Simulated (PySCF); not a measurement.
## Running PySCF for BeS

File input.py (PySCF 2.14):

```python
from pyscf import gto, dft

mol = gto.M(
    atom='Be 0 0 0; S 0 0 1.809',
    basis='def2-svp',
    charge=0,
    spin=0,
    verbose=4,
)
mf = dft.RKS(mol, xc='bp86')
mf.kernel()
mf.analyze()
print('orbital energies (hartree):', mf.mo_energy[..., max(0, mol.nelec[1]-3):mol.nelec[0]+3].round(4))
```

```bash
$ OMP_NUM_THREADS=1 python input.py
```

Output (some set-up lines and the per-cycle HOMO/LUMO lines with their warnings removed):

```
PySCF version 2.14.0

[INPUT] Symbol           X                Y                Z      unit          X                Y                Z       unit  Magmom
[INPUT]  1 Be     0.000000000000   0.000000000000   0.000000000000 AA    0.000000000000   0.000000000000   0.000000000000 Bohr   0.0
[INPUT]  2 S      0.000000000000   0.000000000000   1.809000000000 AA    0.000000000000   0.000000000000   3.418514559338 Bohr   0.0

nuclear repulsion = 18.7215818125373
number of shells = 13
number of NR pGTOs = 55
number of NR cGTOs = 27
basis = def2-svp
ecp = {}

******** <class 'pyscf.dft.rks.RKS'> ********
method = RKS
initial guess = minao
damping factor = 0
level_shift factor = 0
DIIS = <class 'pyscf.scf.diis.CDIIS'>
SCF conv_tol = 1e-09
SCF max_cycles = 50
XC functionals = bp86

grids dens level: 3
Initial guess from minao.
tot grids = 32608
init E= -412.876018457877
cycle= 1 E= -412.666989736794  delta_E= 0.209  |g|= 0.492  |ddm|= 1.86
cycle= 2 E= -409.891009382931  delta_E= 2.78  |g|= 2.23  |ddm|= 3.04
cycle= 3 E= -412.783670911015  delta_E= -2.89  |g|= 0.13  |ddm|= 2.57
cycle= 4 E= -412.780424272499  delta_E= 0.00325  |g|= 0.137  |ddm|= 0.285
cycle= 5 E= -412.786416364144  delta_E= -0.00599  |g|= 0.073  |ddm|= 0.101
cycle= 6 E= -412.788407359961  delta_E= -0.00199  |g|= 0.0275  |ddm|= 0.0593
cycle= 7 E= -412.78872069945  delta_E= -0.000313  |g|= 0.0024  |ddm|= 0.0376
cycle= 8 E= -412.78872320026  delta_E= -2.5e-06  |g|= 0.000123  |ddm|= 0.00333
cycle= 9 E= -412.788723206724  delta_E= -6.46e-09  |g|= 2.67e-05  |ddm|= 0.000215
cycle= 10 E= -412.788723207024  delta_E= -3e-10  |g|= 3.18e-07  |ddm|= 4.01e-05
Extra cycle  E= -412.788723207023  delta_E= 2.27e-13  |g|= 9.66e-07  |ddm|= 1.82e-06
converged SCF energy = -412.788723207023
**** SCF Summaries ****
Total Energy =                        -412.788723207023452
Nuclear Repulsion Energy =              18.721581812537316
One-electron Energy =                 -606.889785268608307
Two-electron Energy =                  175.379480249047589
Two-electron Coulomb Energy =          203.907415348877066
DFT Exchange-Correlation Energy =      -28.527935099829484
**** MO energy ****
MO #1   energy= -88.0478600924069  occ= 2
MO #2   energy= -7.64372828648971  occ= 2
MO #3   energy= -5.66945440305466  occ= 2
MO #4   energy= -5.66564311317323  occ= 2
MO #5   energy= -5.6656431131732   occ= 2
MO #6   energy= -3.94641889933262  occ= 2
MO #7   energy= -0.5829351250307   occ= 2
MO #8   energy= -0.277887202425035 occ= 2
MO #9   energy= -0.212692576762466 occ= 2
MO #10  energy= -0.212692576762466 occ= 2
MO #11  energy= -0.175108764581889 occ= 0
MO #12  energy= -0.0488404142601695 occ= 0
MO #13  energy= -0.0488404142601672 occ= 0
[14 lines left out]
 ** Mulliken pop on meta-lowdin orthogonal AOs  **
 ** Mulliken pop  **
pop of  0 Be 1s           1.99981
pop of  0 Be 2s           0.58234
pop of  0 Be 3s           0.00470
pop of  0 Be 2px          0.23101
pop of  0 Be 2py          0.23101
pop of  0 Be 2pz          0.01357
pop of  0 Be 3px          0.00095
pop of  0 Be 3py          0.00095
pop of  0 Be 3pz          0.01605
pop of  1 S 1s            2.00000
pop of  1 S 2s            1.99978
pop of  1 S 3s            1.92674
[15 lines left out]
 ** Mulliken atomic charges  **
charge of    0Be =      0.91962
charge of    1S =     -0.91962
Dipole moment(X, Y, Z, Debye): -0.00000,  0.00000, -4.68825
orbital energies (hartree): [-0.2779 -0.2127 -0.2127 -0.1751 -0.0488 -0.0488]
```

In short: E(SCF) = -412.788723 Eh, 10 cycles, μz(SCF) = -4.69 D.

Run time: 1.3 s on 1 thread of Arm Neoverse V1 (shared host), peak memory 0.15 GiB.

Stability towards an unrestricted solution was not tested. The bond length is a typed value, not an optimised one.
